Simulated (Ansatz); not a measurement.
Mulliken charges of FH$_{5}$NPSi, SMILES `F[SiH2]NP` from r2SCAN/def2-TZVPP in Ansatz (PBE0-D4/def2-TZVP geometry).

| atom | x (Å) | y (Å) | z (Å) | charge (e) |
| --- | --- | --- | --- | --- |
| F1 | -1.178 | 1.605 | -0.845 | -0.326 |
| Si2 | 0.274 | 0.987 | -0.576 | 0.629 |
| N3 | 0.234 | -0.712 | -0.416 | -0.382 |
| P4 | -0.336 | -1.631 | 0.917 | 0.078 |
| H5 | 1.115 | 1.329 | -1.746 | -0.092 |
| H6 | 0.739 | 1.580 | 0.695 | -0.088 |
| H7 | 0.437 | -1.281 | -1.223 | 0.166 |
| H8 | 0.358 | -0.970 | 1.968 | 0.007 |
| H9 | -1.554 | -0.954 | 1.209 | 0.009 |

By hand: the dipole of these point charges (1 e Å = 4.8032 D).

Σ q r = (0.334, -0.247, 0.065) e Å, of length 0.420 e Å = 2.02 D.

How does the dipole of the full density compare? (Best estimate.)

Computed: (0.226, -0.107, -0.064) e Å, 1.24 D; the point charges give 1.63 times that, at 26° from its direction.

Point charges leave out the atoms' own dipoles, such as those of lone pairs, and Mulliken's split depends on the basis, so the two needn't agree.
